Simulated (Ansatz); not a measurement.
Ansatz (a first-principles code) input (B3LYP-D3(BJ)/def2-TZVP):

Ansatz 0.2 input:
```yaml
crystal:
  periodic: [false, false, false]
  atoms:
    - {symbol: C, position_ang: [-2.70778772, -0.65331949, -0.41539753]}
    - {symbol: C, position_ang: [-1.51786384, 0.02619302, 0.25576849]}
    - {symbol: C, position_ang: [-0.22219759, -0.14557627, -0.53232133]}
    - {symbol: C, position_ang: [0.98703306, 0.50905786, 0.11748509]}
    - {symbol: C, position_ang: [2.23678266, 0.40636272, -0.74563050]}
    - {symbol: O, position_ang: [1.18322608, -0.13906207, 1.38025596]}
    - {symbol: H, position_ang: [-2.53896246, -1.72815321, -0.51728319]}
    - {symbol: H, position_ang: [-3.62389518, -0.51484834, 0.16171872]}
    - {symbol: H, position_ang: [-2.88139227, -0.25097478, -1.41688892]}
    - {symbol: H, position_ang: [-1.37701651, -0.37489594, 1.26099599]}
    - {symbol: H, position_ang: [-1.72515330, 1.09499536, 0.37544002]}
    - {symbol: H, position_ang: [-0.34348373, 0.27515692, -1.53569584]}
    - {symbol: H, position_ang: [-0.00499949, -1.21142007, -0.66028572]}
    - {symbol: H, position_ang: [0.75794647, 1.57068965, 0.29089279]}
    - {symbol: H, position_ang: [3.09429360, 0.86933129, -0.25016683]}
    - {symbol: H, position_ang: [2.09298835, 0.91360591, -1.70194669]}
    - {symbol: H, position_ang: [2.47820626, -0.64063580, -0.93893946]}
    - {symbol: H, position_ang: [1.94986002, 0.25333868, 1.81068604]}
basis:
  gaussian:
    orbitals: def2-TZVP
hamiltonian:
  xc: b3lyp
  dispersion: d3bj
phonons: {temperatures: {t_min: 298.15, t_max: 298.15, t_step: 100}}
```

Output:

```
Functional definition: B3LYP
integrals: 0.20 GiB planned
1579 factors; their error is unknown
0.34 GiB of the device are held for the grids
1.50 GiB of device memory are held for the factors and their scratch space
mean field: 1.52 GiB planned
mean field evaluation 1: about -7414.5825 eV, gradient 8.7e1 eV
mean field evaluation 2: about -7400.1402 eV, gradient 1.2e2 eV
mean field evaluation 4: about -7431.3286 eV, gradient 7.7e0 eV
mean field evaluation 8: about -7431.3912 eV, gradient 7.1e-1 eV
mean field evaluation 16: about -7431.3919 eV, gradient 5.2e-5 eV
mean field -7431.39193487 eV, -273.0986164282 hartree, gradient 1.5e-5 eV, S^2 0.000000; 0 other end points of the search recorded, 0 dependent functions left out
the calculation of the forces begins
reference -7431.39226259 eV, -273.0986284717 hartree; 25, 25 occupied and 233, 233 virtual orbitals, 1579 factors
these checks for a lower state are left out or cut short: stability, starts, cluster_reference, orbital_swaps, neighbouring_geometries, increment
integrals: 0.20 GiB planned
1579 factors; their error is unknown
0.34 GiB of the device are held for the grids
1.50 GiB of device memory are held for the factors and their scratch space
mean field: 1.53 GiB planned
mean field -7431.39172650 eV, -273.0986087707 hartree, gradient 2.5e-6 eV, S^2 0.000000; 0 other end points of the search recorded, 0 dependent functions left out
the calculation of the forces begins
reference -7431.39205429 eV, -273.0986208168 hartree; 25, 25 occupied and 233, 233 virtual orbitals, 1579 factors
these checks for a lower state are left out or cut short: stability, starts, cluster_reference, orbital_swaps, neighbouring_geometries, increment
integrals: 0.20 GiB planned
1579 factors; their error is unknown
0.34 GiB of the device are held for the grids
1.50 GiB of device memory are held for the factors and their scratch space
mean field: 1.53 GiB planned
mean field evaluation 32: about -7431.3918 eV, gradient 2.5e-6 eV
mean field -7431.39183416 eV, -273.0986127270 hartree, gradient 2.5e-6 eV, S^2 0.000000; 0 other end points of the search recorded, 0 dependent functions left out
the calculation of the forces begins
reference -7431.39216181 eV, -273.0986247680 hartree; 25, 25 occupied and 233, 233 virtual orbitals, 1579 factors
these checks for a lower state are left out or cut short: stability, starts, cluster_reference, orbital_swaps, neighbouring_geometries, increment
integrals: 0.20 GiB planned
1579 factors; their error is unknown
0.34 GiB of the device are held for the grids
1.50 GiB of device memory are held for the factors and their scratch space
mean field: 1.53 GiB planned
mean field -7431.39175844 eV, -273.0986099443 hartree, gradient 2.5e-6 eV, S^2 0.000000; 0 other end points of the search recorded, 0 dependent functions left out
the calculation of the forces begins
reference -7431.39208619 eV, -273.0986219891 hartree; 25, 25 occupied and 233, 233 virtual orbitals, 1579 factors
these checks for a lower state are left out or cut short: stability, starts, cluster_reference, orbital_swaps, neighbouring_geometries, increment
integrals: 0.20 GiB planned
1579 factors; their error is unknown
0.34 GiB of the device are held for the grids
1.50 GiB of device memory are held for the factors and their scratch space
mean field: 1.53 GiB planned
mean field -7431.39178380 eV, -273.0986108765 hartree, gradient 2.5e-6 eV, S^2 0.000000; 0 other end points of the search recorded, 0 dependent functions left out
[...]
these checks for a lower state are left out or cut short: stability, starts, cluster_reference, orbital_swaps, neighbouring_geometries, increment
integrals: 0.20 GiB planned
1579 factors; their error is unknown
0.34 GiB of the device are held for the grids
1.50 GiB of device memory are held for the factors and their scratch space
mean field: 1.53 GiB planned
mean field -7431.39182815 eV, -273.0986125061 hartree, gradient 2.5e-6 eV, S^2 0.000000; 0 other end points of the search recorded, 0 dependent functions left out
the calculation of the forces begins
reference -7431.39215583 eV, -273.0986245483 hartree; 25, 25 occupied and 233, 233 virtual orbitals, 1579 factors
these checks for a lower state are left out or cut short: stability, starts, cluster_reference, orbital_swaps, neighbouring_geometries, increment
integrals: 0.20 GiB planned
1579 factors; their error is unknown
0.34 GiB of the device are held for the grids
1.50 GiB of device memory are held for the factors and their scratch space
mean field: 1.52 GiB planned
mean field -7431.39185104 eV, -273.0986133472 hartree, gradient 2.5e-6 eV, S^2 0.000000; 0 other end points of the search recorded, 0 dependent functions left out
the calculation of the forces begins
reference -7431.39217879 eV, -273.0986253921 hartree; 25, 25 occupied and 233, 233 virtual orbitals, 1579 factors
these checks for a lower state are left out or cut short: stability, starts, cluster_reference, orbital_swaps, neighbouring_geometries, increment
integrals: 0.20 GiB planned
1579 factors; their error is unknown
0.34 GiB of the device are held for the grids
1.50 GiB of device memory are held for the factors and their scratch space
mean field: 1.53 GiB planned
mean field -7431.39190108 eV, -273.0986151865 hartree, gradient 2.5e-6 eV, S^2 0.000000; 0 other end points of the search recorded, 0 dependent functions left out
the calculation of the forces begins
reference -7431.39222879 eV, -273.0986272293 hartree; 25, 25 occupied and 233, 233 virtual orbitals, 1579 factors
these checks for a lower state are left out or cut short: stability, starts, cluster_reference, orbital_swaps, neighbouring_geometries, increment
integrals: 0.20 GiB planned
1579 factors; their error is unknown
0.34 GiB of the device are held for the grids
1.50 GiB of device memory are held for the factors and their scratch space
mean field: 1.52 GiB planned
mean field -7431.39193517 eV, -273.0986164391 hartree, gradient 2.5e-6 eV, S^2 0.000000; 0 other end points of the search recorded, 0 dependent functions left out
the calculation of the forces begins
reference -7431.39226291 eV, -273.0986284833 hartree; 25, 25 occupied and 233, 233 virtual orbitals, 1579 factors
these checks for a lower state are left out or cut short: stability, starts, cluster_reference, orbital_swaps, neighbouring_geometries, increment
integrals: 0.20 GiB planned
1579 factors; their error is unknown
0.34 GiB of the device are held for the grids
1.50 GiB of device memory are held for the factors and their scratch space
mean field: 1.52 GiB planned
mean field evaluation 736: about -7431.3919 eV, gradient 5.3e-4 eV
mean field -7431.39185335 eV, -273.0986134322 hartree, gradient 2.5e-6 eV, S^2 0.000000; 0 other end points of the search recorded, 0 dependent functions left out
the calculation of the forces begins
reference -7431.39218106 eV, -273.0986254753 hartree; 25, 25 occupied and 233, 233 virtual orbitals, 1579 factors
these checks for a lower state are left out or cut short: stability, starts, cluster_reference, orbital_swaps, neighbouring_geometries, increment
integrals: 0.20 GiB planned
1579 factors; their error is unknown
0.34 GiB of the device are held for the grids
1.50 GiB of device memory are held for the factors and their scratch space
mean field: 1.52 GiB planned
mean field -7431.39181625 eV, -273.0986120690 hartree, gradient 2.5e-6 eV, S^2 0.000000; 0 other end points of the search recorded, 0 dependent functions left out
the calculation of the forces begins
reference -7431.39214399 eV, -273.0986241130 hartree; 25, 25 occupied and 233, 233 virtual orbitals, 1579 factors
these checks for a lower state are left out or cut short: stability, starts, cluster_reference, orbital_swaps, neighbouring_geometries, increment
integrals: 0.20 GiB planned
1579 factors; their error is unknown
0.34 GiB of the device are held for the grids
1.50 GiB of device memory are held for the factors and their scratch space
mean field: 1.53 GiB planned
mean field -7431.39190176 eV, -273.0986152113 hartree, gradient 2.5e-6 eV, S^2 0.000000; 0 other end points of the search recorded, 0 dependent functions left out
the calculation of the forces begins
reference -7431.39222948 eV, -273.0986272550 hartree; 25, 25 occupied and 233, 233 virtual orbitals, 1579 factors
these checks for a lower state are left out or cut short: stability, starts, cluster_reference, orbital_swaps, neighbouring_geometries, increment
integrals: 0.20 GiB planned
1579 factors; their error is unknown
0.34 GiB of the device are held for the grids
1.50 GiB of device memory are held for the factors and their scratch space
mean field: 1.52 GiB planned
mean field -7431.39190522 eV, -273.0986153384 hartree, gradient 2.5e-6 eV, S^2 0.000000; 0 other end points of the search recorded, 0 dependent functions left out
the calculation of the forces begins
reference -7431.39223293 eV, -273.0986273818 hartree; 25, 25 occupied and 233, 233 virtual orbitals, 1579 factors
these checks for a lower state are left out or cut short: stability, starts, cluster_reference, orbital_swaps, neighbouring_geometries, increment
integrals: 0.20 GiB planned
1579 factors; their error is unknown
0.34 GiB of the device are held for the grids
1.50 GiB of device memory are held for the factors and their scratch space
mean field: 1.52 GiB planned
mean field -7431.39192888 eV, -273.0986162081 hartree, gradient 2.5e-6 eV, S^2 0.000000; 0 other end points of the search recorded, 0 dependent functions left out
the calculation of the forces begins
reference -7431.39225663 eV, -273.0986282526 hartree; 25, 25 occupied and 233, 233 virtual orbitals, 1579 factors
these checks for a lower state are left out or cut short: stability, starts, cluster_reference, orbital_swaps, neighbouring_geometries, increment
integrals: 0.20 GiB planned
1579 factors; their error is unknown
0.34 GiB of the device are held for the grids
1.50 GiB of device memory are held for the factors and their scratch space
mean field: 1.53 GiB planned
mean field evaluation 768: about -7431.4338 eV, gradient 7.1e-1 eV
mean field -7431.39185452 eV, -273.0986134752 hartree, gradient 2.5e-6 eV, S^2 0.000000; 0 other end points of the search recorded, 0 dependent functions left out
the calculation of the forces begins
reference -7431.39218221 eV, -273.0986255177 hartree; 25, 25 occupied and 233, 233 virtual orbitals, 1579 factors
Total energy: -7431.98555131 eV, -273.1204314300 hartree
Atom 0 at    -2.707788    -0.653319    -0.415398 Å, force     0.000204     0.000270    -0.000287 eV/Å
Atom 1 at    -1.517864     0.026193     0.255768 Å, force    -0.000020    -0.000198    -0.000141 eV/Å
Atom 2 at    -0.222198    -0.145576    -0.532321 Å, force     0.000121    -0.000775     0.000851 eV/Å
Atom 3 at     0.987033     0.509058     0.117485 Å, force    -0.000396     0.000378    -0.000337 eV/Å
Atom 4 at     2.236783     0.406363    -0.745630 Å, force    -0.000241    -0.000474     0.000727 eV/Å
Atom 5 at     1.183226    -0.139062     1.380256 Å, force     0.001152     0.001747    -0.000781 eV/Å
Atom 6 at    -2.538962    -1.728153    -0.517283 Å, force     0.000096     0.000167    -0.000021 eV/Å
Atom 7 at    -3.623895    -0.514848     0.161719 Å, force     0.000059    -0.000005     0.000102 eV/Å
Atom 8 at    -2.881392    -0.250975    -1.416889 Å, force    -0.000061    -0.000029    -0.000004 eV/Å
Atom 9 at    -1.377017    -0.374896     1.260996 Å, force     0.000165    -0.000086    -0.000168 eV/Å
Atom 10 at    -1.725153     1.094995     0.375440 Å, force    -0.000068    -0.000036     0.000114 eV/Å
Atom 11 at    -0.343484     0.275157    -1.535696 Å, force    -0.000138     0.000026    -0.000046 eV/Å
Atom 12 at    -0.004999    -1.211420    -0.660286 Å, force    -0.000188     0.000034    -0.000096 eV/Å
Atom 13 at     0.757946     1.570690     0.290893 Å, force     0.000039     0.000047     0.000069 eV/Å
Atom 14 at     3.094294     0.869331    -0.250167 Å, force     0.000015     0.000058    -0.000175 eV/Å
Atom 15 at     2.092988     0.913606    -1.701947 Å, force    -0.000074    -0.000022     0.000144 eV/Å
Atom 16 at     2.478206    -0.640636    -0.938939 Å, force     0.000116     0.000018    -0.000160 eV/Å
Atom 17 at     1.949860     0.253339     1.810686 Å, force    -0.000780    -0.001123     0.000212 eV/Å
Dipole moment:     0.196711     0.233283    -0.101054 e Å
Vibrations: 83.53 112.18 175.04 243.21 248.31 270.65 332.48 380.45 481.87 490.32 751.43 839.41 876.08 900.71 964.83 1015.39 1045.67 1071.83 1093.75 1162.24 1166.57 1245.29 1300.64 1308.01 1334.96 1373.60 1393.65 1408.89 1413.75 1428.24 1476.04 1493.19 1495.59 1496.63 1500.17 1511.39 2956.95 3010.77 3017.78 3023.27 3025.43 3047.01 3066.35 3083.28 3088.25 3090.59 3100.44 3804.51 cm⁻¹, zero-point energy 4.475867 eV
```
